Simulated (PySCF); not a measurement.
TiCl4, SMILES [Cl][Ti]([Cl])([Cl])[Cl], multiplicity 1.

Coordinates come from a PBE0-D3(BJ)/def2-SVP optimisation. The spin state was assumed, not searched. The isomer is the one that the SMILES or the coordinates give; other isomers of the formula were not compared.

Two levels are set side by side: TDDFT-PBE/def2-SVPD (PySCF) and TDDFT-PBE0/def2-SVPD (PySCF). Vertical, same geometry. The lowest singlet is HOMO→LUMO 56 %, HOMO−1→LUMO+1 41 % with PBE and HOMO→LUMO+1 55 %, HOMO−1→LUMO 38 % with the other functional; states are paired by order. Differences are taken from unrounded values.

```
quantity                              TDDFT-PBE
------------------------------------  ---------
lowest singlet excitation (eV)             3.68
lowest triplet excitation (TDA) (eV)       3.52
```

### Question
These are the TDDFT-PBE values. What does TDDFT-PBE0 give? (An estimate is asked for; the answer gives what the named calculation found.)

### Answer

```
quantity                              TDDFT-PBE0  TDDFT-PBE minus TDDFT-PBE0
------------------------------------  ----------  --------------------------
lowest singlet excitation (eV)              4.23                       -0.55
lowest triplet excitation (TDA) (eV)        4.02                       -0.50
```

Functionals without exact exchange tend to place singlet excitations lower, as here. Differences between two approximate levels are no errors against the true value.

Rough cost on one machine, each run with all the roots and properties that it gave: TDDFT-PBE0 against TDDFT-PBE about 4 times.
